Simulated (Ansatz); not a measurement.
C2H8Si2, SMILES `[SiH3][C@@H]1C[SiH2]1` (charge 0, multiplicity 1).

Method: BLYP/cc-pVTZ // B3LYP-D3(BJ)/def2-TZVP (Ansatz, a program for electronic structure).

Ansatz 0.2 input:
```yaml
crystal:
  periodic: [false, false, false]
  atoms:
    - { symbol: Si, position_ang: [1.729846, 0.029855, 0.188367] }
    - { symbol: C, position_ang: [-0.065325, -0.198809, 0.583508] }
    - { symbol: C, position_ang: [-0.994973, -0.876273, -0.475028] }
    - { symbol: Si, position_ang: [-1.377911, 0.8972, -0.138815] }
    - { symbol: H, position_ang: [1.855001, 0.557508, -1.193818] }
    - { symbol: H, position_ang: [2.357722, 0.991546, 1.126709] }
    - { symbol: H, position_ang: [2.482878, -1.249463, 0.254699] }
    - { symbol: H, position_ang: [-0.257071, -0.517676, 1.604878] }
    - { symbol: H, position_ang: [-1.654727, -1.650558, -0.101177] }
    - { symbol: H, position_ang: [-0.530215, -1.148202, -1.416595] }
    - { symbol: H, position_ang: [-2.550417, 1.236743, 0.684754] }
    - { symbol: H, position_ang: [-0.994808, 1.928133, -1.117481] }
basis:
  gaussian: { orbitals: cc-pVTZ }
hamiltonian:
  xc: blyp
```

Output:

```
Functional definition: BLYP
1358 factors; their error is unknown
mean field evaluation 1: about -17942.7906 eV, gradient 7.9e1 eV
mean field evaluation 2: about -17877.1396 eV, gradient 1.6e2 eV
mean field evaluation 4: about -17957.8480 eV, gradient 9.3e0 eV
mean field evaluation 8: about -17958.1533 eV, gradient 4.4e-2 eV
mean field evaluation 16: about -17958.0980 eV, gradient 1.9e-5 eV
mean field -17958.09799192 eV, -659.9479287671 hartree, gradient 1.9e-5 eV, S^2 0.000000; 0 other end points of the search recorded, 0 dependent functions left out
reference -17958.09839012 eV, -659.9479434007 hartree; 24, 24 occupied and 216, 216 virtual orbitals, 1358 factors
Total energy: -17958.09839012 eV, -659.9479434007 hartree
```
